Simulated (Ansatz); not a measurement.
The same molecule with X = O, S, Se. Ansatz, PBE0-D4/def2-TZVP geometries, multiplicity 1.

Elements past krypton have def2 core potentials. Scalar relativity is left out up to krypton.

| X | molecule | mean X–H bond length / Å | mean X–Sn bond length / Å | HOMO–LUMO gap (ωB97M-V/def2-TZVPP) / eV | LUMO energy (B3LYP/def2-TZVPP) / eV | size of the dipole moment (ωB97M-V/def2-TZVPP) / D |
| --- | --- | --- | --- | --- | --- | --- |
| O | `[OH][SnH3]` | 0.959 | 1.970 | 11.48 | -0.83 | 1.72 |
| S | `[SH][SnH3]` | 1.343 | 2.406 | 10.44 | -0.86 | 1.51 |

Give the row for X = Se, `[SeH][SnH3]`. (An estimate is asked.)

Ansatz gave: 
```
 X       molecule  mean X–H bond length / Å  mean X–Sn bond length / Å  HOMO–LUMO gap (ωB97M-V/def2-TZVPP) / eV  LUMO energy (B3LYP/def2-TZVPP) / eV  size of the dipole moment (ωB97M-V/def2-TZVPP) / D
Se  `[SeH][SnH3]`                     1.469                      2.533                                     9.90                                -1.06                                                1.34
```

From O to Se the mean X–H bond length rises at each step, by 0.510 Å in all; the mean X–Sn bond length rises at each step, by 0.563 Å in all; the HOMO–LUMO gap (ωB97M-V/def2-TZVPP) falls at each step, by 1.58 eV in all; the LUMO energy (B3LYP/def2-TZVPP) falls at each step, by 0.23 eV in all. Bonds lengthen as the atom grows down the group. Dipoles are sizes alone, and their direction can turn along the series.

B3LYP here is the variant with VWN-RPA as its local correlation; programs differ in this.

Spin–orbit coupling is left out; it splits and shifts lone-pair levels of the heavy atoms by tenths of an eV.
